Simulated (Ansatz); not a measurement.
`CN(C)[Si]F` + HBr → `CN(C)[Si]Br` + H–F  (ligand exchange at the Si–F bond)

Gas-phase electronic energies from Ansatz, PBE0-D4/def2-TZVP geometries. CCSD(T)/CBS adds triple-zeta CCSD(T) − MP2 to the extrapolated MP2 energy (def2 sets, frozen cores). This one scheme is used for every species. Functionals use def2-TZVPP. B3LYP here is the variant with VWN-RPA as its local correlation; programs differ in this. HSE06 is defined as in plane-wave codes. For Br outer-core shells are correlated without core-valence functions, which leaves a few kJ/mol of doubt a bond. Scalar relativity is left out up to krypton. One conformer a species, not always the lowest.

`CN(C)[Si]F`:

Z-matrix (Å, degrees):
```
C
N 1 1.446
H 1 1.096 2 111.2
H 1 1.094 2 110.1 3 -119.8
H 1 1.096 2 111.2 3 120.4
C 2 1.445 1 113.8 3 -60.2
Si 2 1.710 1 118.4 3 119.8
H 6 1.089 2 110.2 1 -179.9
H 6 1.097 2 110.8 1 -59.6
H 6 1.097 2 110.8 1 59.8
F 7 1.626 2 100.1 1 -180.0
```

HBr:

```xyz
2

Br    0.448    0.533   -0.138
H    -0.448   -0.533    0.138
```

`CN(C)[Si]Br`:

Cartesian coordinates in Å:
```
C -0.792 0.094 0.844
N 0.051 0.118 -0.329
C 1.254 -0.678 -0.163
Si -0.106 0.896 -1.844
Br -2.100 1.991 -1.623
H -1.682 0.700 0.688
H -1.100 -0.933 1.073
H -0.249 0.482 1.713
H 1.004 -1.727 0.034
H 1.866 -0.637 -1.068
H 1.855 -0.307 0.675
```

H–F:

Z-matrix (Å, degrees):
```
F
H 1 0.920
```

```tsv
level	ΔE (kJ/mol)	difference from CCSD(T)/CBS
PBE-D4	27.4	-4.4
revPBE-D4	24.3	-7.5
BLYP-D4	38.7	6.9
r2SCAN-D4	37.5	5.7
B97M-V	47.7	15.9
PBE0-D4	27.6	-4.2
B3LYP-D4	39.1	7.3
r2SCANh-D4	36.3	4.5
HSE06-D4	26.8	-5.0
BHLYP-D4	41.2	9.4
CAM-B3LYP-D4	50.2	18.4
ωB97X-V	44.2	12.4
ωB97M-V	41.2	9.4
B2PLYP	42.6	10.8
PBE-QIDH	30.7	-1.1
PBE	32.4	0.6
revPBE	32.4	0.6
BLYP	48.6	16.8
r2SCAN	38.6	6.8
PBE0	32.0	0.2
B3LYP	47.4	15.6
r2SCANh	37.7	5.9
r2SCAN0	36.4	4.6
BHLYP	50.0	18.2
CAM-B3LYP	55.1	23.3
LC-ωPBE	45.6	13.8
RPA@PBE/def2-TZVPP	42.8	11.0
HF/def2-SVP	51.3	19.5
MP2/def2-SVP	37.3	5.5
CCSD/def2-SVP	45.6	13.8
CCSD(T)/def2-SVP	43.1	11.3
HF/def2-TZVPP	54.4	22.6
SCS-MP2/def2-TZVPP	38.4	6.6
CCSD/def2-TZVPP	42.0	10.2
CCSD(T)/def2-TZVPP	37.6	5.8
HF/def2-QZVPP	57.2	25.4
MP2/def2-QZVPP	27.2	-4.6
HF/CBS(def2)	57.6	25.8
MP2/CBS(def2)	23.7	-8.1
CCSD/CBS(def2)	36.1	4.3
CCSD(T)/CBS	31.8	0
```

**Question.** What do rigid-rotor, harmonic-oscillator terms from PBE0-D4/def2-TZVP frequencies (298.15 K, 1 bar) make of the CCSD(T)/CBS value? (Best estimate.)

**Answer.** Computed: ΔZPE = +5.4 kJ/mol, ΔH = +38.5 kJ/mol, ΔS = -1 J/(mol·K), ΔG = +38.7 kJ/mol.

Largest T1 diagnostic among the species: 0.013.

The D4 term adds −8.3 kJ/mol with B3LYP and −4.5 kJ/mol with PBE0; it sums over pairs of atoms, weighted by their polarisabilities, and B3LYP, whose exchange is more repulsive, gets the larger term. At CCSD(T), def2-SVP lies +11.3 kJ/mol from the extrapolated value and def2-TZVPP +5.8 kJ/mol.
